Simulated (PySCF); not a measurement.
Species: sodium potassium, KNa.
SMILES with atom numbers: `[Na:1][K:2]`

Structure used (PBE0-D3(BJ)/def2-TZVP), in Å, numbered top down from 1:
```
atom  x, y, z in Å
Na1    1.784   -0.043    0.006
K2    -1.768    0.014   -0.018
```

Computed with PySCF at wB97X-D/pcSseg-2, non-relativistic, on one gas-phase PBE0-D3(BJ)/def2-TZVP geometry that isn't relaxed in the solvent. The solvent is an IEF-PCM continuum (Bondi radii, 1.10 Å for H, scaled by 1.2). The model holds no explicit solvent molecules, cavitation or dispersion.

Gas phase at wB97X-D/pcSseg-2: HOMO -4.39 eV, LUMO -0.20 eV, dipole 3.49 D.

Q: What does the continuum do to the energy, the frontier levels and the dipole at wB97X-D/pcSseg-2 in chloroform?

A: 
| solvent | ε | E(solvent) − E(gas) (kJ/mol) | polarisation term (kJ/mol) | distortion of the solute (kJ/mol) | HOMO (eV) | LUMO (eV) | dipole (D) |
| --- | --- | --- | --- | --- | --- | --- | --- |
| chloroform | 4.711 | -11.93 | -15.78 | 3.85 | -4.45 | 0.14 | 5.84 |

The first energy column is the sum of the next two and covers electrostatics alone.

Q: Which radius a makes the point-dipole formula ΔE = −[(ε − 1)/(2ε + 1)]·μ²/a³ give the value in chloroform, with the gas-phase dipole?

A: μ = 1.372 au and |ΔE| = 0.00455 Eh give a = 2.80 Å; the farthest nucleus lies 1.78 Å from the centroid of the nuclei. The formula assumes a rigid point dipole at the centre of a sphere.

Q: Give the dipole vector in the frame of the coordinates (D, pointing from negative to positive charge), gas and chloroform.

A: Gas (-3.49, 0.06, -0.02), solvent (-5.83, 0.10, -0.04). Its length changes by +67 % and its direction by less than 1°.

wB97X-D is run here without its empirical dispersion term; that term would change no orbital, density or response property at a fixed geometry.
